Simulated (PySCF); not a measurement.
## In³⁵⁺ (indium, charge +35): Hartree-Fock from Schrödinger to Dirac-Coulomb-Breit

Occupied: 1s1/2, 2s1/2, 2p1/2, 2p3/2, 3s1/2, 3p1/2. Hartree-Fock calculated with PySCF 2.14 in an uncontracted even-tempered set (20 s from 2.9 bohr⁻², ratio 2.3; 16 p from 3.5 bohr⁻², ratio 2.3), Gaussian nucleus throughout. NR is non-relativistic, sf-X2C the spin-free one-electron X2C Hamiltonian, X2C adds the bare one-electron spin-orbit term, X2C-SNSO screens it by Boettger's factors, DC is four-component Dirac-Coulomb, and the Gaunt and Breit terms are added at first order (total energies over the DC spinors, levels after relaxing the spinors in that mean field). QED terms are absent. Levels marked empty are virtual spinors of this ion; the basis has s and p functions only, so 3d, which can lie below the n = 4 levels, is absent.

| level (eV) | X2C | X2C-SNSO |
| --- | --- | --- |
| 1s1/2 | -30097.8 | -30098.1 |
| 2s1/2 | -6214.8 | -6214.9 |
| 2p1/2 | -5945.5 | -5938.7 |
| 2p3/2 | -5707.7 | -5710.7 |
| 3s1/2 | -2405.8 | -2405.9 |
| 3p1/2 | -2316.3 | -2314.7 |
| 3p3/2 (empty) | -2187.6 | -2188.3 |
| 4s1/2 (empty) | -1224.7 | -1224.7 |

Problem. Where do the four-component calculations put these levels?

Solution. 1s1/2: DC -30120.6, DC+Gaunt -30056.7, DC+Breit -30061.0; 2s1/2: DC -6217.6, DC+Gaunt -6211.4, DC+Breit -6211.8; 2p1/2: DC -5939.7, DC+Gaunt -5928.9, DC+Breit -5930.1; 2p3/2: DC -5712.6, DC+Gaunt -5705.2, DC+Breit -5706.3; 3s1/2: DC -2406.5, DC+Gaunt -2405.0, DC+Breit -2405.1; 3p1/2: DC -2315.0, DC+Gaunt -2312.3, DC+Breit -2312.7; 3p3/2 (empty): DC -2188.7, DC+Gaunt -2187.0, DC+Breit -2187.4; 4s1/2 (empty): DC -1224.9, DC+Gaunt -1224.4, DC+Breit -1224.5 (eV).

```csv
Hamiltonian,E (hartree),E − E(DC) (hartree),CPU seconds
X2C,-4877.5852,1.1131,0.56
X2C-SNSO,-4877.3670,1.3313,0.56
DC,-4878.6983,0.0000,30
DC+Gaunt,-4874.6658,4.0325,52
DC+Breit,-4875.0316,3.6667,150
```

Weight of the small component: 1s1/2 0.0324, 2s1/2 0.00706, 2p1/2 0.00701, 2p3/2 0.00670, 3s1/2 0.00258, 3p1/2 0.00253, 3p3/2 0.00242, 4s1/2 0.00125.

Koopmans' value for the highest occupied level at DC+Breit: 2312.7 eV, against an ionisation energy of 2317 ± 5 eV (semi-empirical (NIST evaluation); NIST Atomic Spectra Database, ionization energies); the former lacks relaxation, correlation, QED and recoil.

The whole ladder took 240 s of wall time on 1 thread of Neoverse-N1 (shared host), launched as `OMP_NUM_THREADS=1 python relrun2.py TASK.json OUT` (a driver that calls PySCF for each Hamiltonian).
